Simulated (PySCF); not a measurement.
A geometry optimisation on `[CH3][Cu-][CH3]` ([CuMe2]-).

Method: PBE0-D3(BJ)/def2-SVP geometry optimisation, gas phase (PySCF 2.14.0). Start geometry: GFN2-xTB. A driver script takes a list of jobs; this job's settings line and coordinates (Å) are shown.

Input:
```
{"job": {"xc": "PBE0", "basis": "def2-SVP", "d3": "d3bj", "grid": 1, "maxiter": 40, "kind": "geom"}, "charge": -1, "multiplicity": 1}
Cu    -0.000140     0.000570    -0.000370
C     -0.003590    -0.014690     2.013650
H     -0.432230     0.893840     2.470850
H      0.999220    -0.103940     2.466030
H     -0.580360    -0.844460     2.457700
C      0.003710     0.014820    -2.014070
H     -1.003150     0.018740    -2.466180
H      0.507850    -0.854910    -2.469750
H      0.508680     0.890030    -2.457850
```

Output:
```
step   0  E = -1719.70866995  max force = 0.012023
step   1  E = -1719.71019491  max force = 0.001835
step   2  E = -1719.71027407  max force = 0.000393
step   3  E = -1719.71027475  max force = 0.000059
optimisation converged
```

Energies in Eh; «max force» is the largest Cartesian gradient component in Eh/bohr.

Problem. Give the first gradient maximum in eV/Å.

Solution. With 1 Eh/bohr = 51.422 eV/Å, 0.618 eV/Å.

Problem. How much energy does the optimisation release, in eV?

Solution. E(step 0) − E(last step) = 0.001605 Eh, which is 0.044 eV.

In short: final energy -1719.71027 Eh after 3 steps.

Problem. Where do the atoms end?

Solution. 0.059 Å rms from the input after alignment:
```
atom  x, y, z in Å
Cu1    0.0000    0.0001    0.0000
C2    -0.0042   -0.0140    1.9602
H3    -0.4383    0.9072    2.4059
H4     1.0119   -0.1042    2.4019
H5    -0.5890   -0.8545    2.3929
C6     0.0042    0.0140   -1.9603
H7    -1.0157    0.0177   -2.4023
H8     0.5149   -0.8673   -2.4053
H9     0.5160    0.9009   -2.3930
```

The run took 7.6 s on one thread, x86-64 server (shared host).
Labels such as C1 count atoms from 1, the log's own numbers from 0.
